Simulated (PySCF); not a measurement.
**Polarisability and C₆ of Te⁻ (tellurium, charge -1)**

[Kr] 4d10 5s2 5p5, 2P determinant. Calculation: PySCF 2.14, in x2c-QZVPPall with one added diffuse shell each of s, p, d, f type (14s10p8d5f1g, 128 functions); scalar relativity by spin-free X2C-1e. Coupled (time-dependent) response in atomic units; α is the mean over directions.

```
   method  mean α (bohr³)         α xx, yy, zz  C₆ (like pair)  S(−4)
BHandHLYP           91.77  74.51, 100.4, 100.4            1372   3028
```

S(−4) is the Cauchy moment in α(ω) = α(0) + S(−4) ω² + …

Spin-orbit coupling is absent.

α(iu) at BHandHLYP:

```tsv
u (hartree)	α(iu) (bohr³)
0	91.77
0.0500	85.09
0.100	71.55
0.200	47.73
0.300	32.97
0.500	18.24
0.750	10.56
1.00	6.993
1.50	3.887
2.00	2.574
3.00	1.438
5.00	0.6633
```

A single London oscillator, α(iu) = α/(1 + u²/ω²), gives C₆ = (3/4) ω α². Matching the computed C₆ needs ω = 4 × 1372 / (3 × 91.77²) = 0.217 hartree.

For an ion, C₆ is the dispersion term alone; charge-induced terms of lower order in 1/R come first.

The components differ because the open shell of this determinant is not spherical; for a pure term their mean is the scalar polarisability.
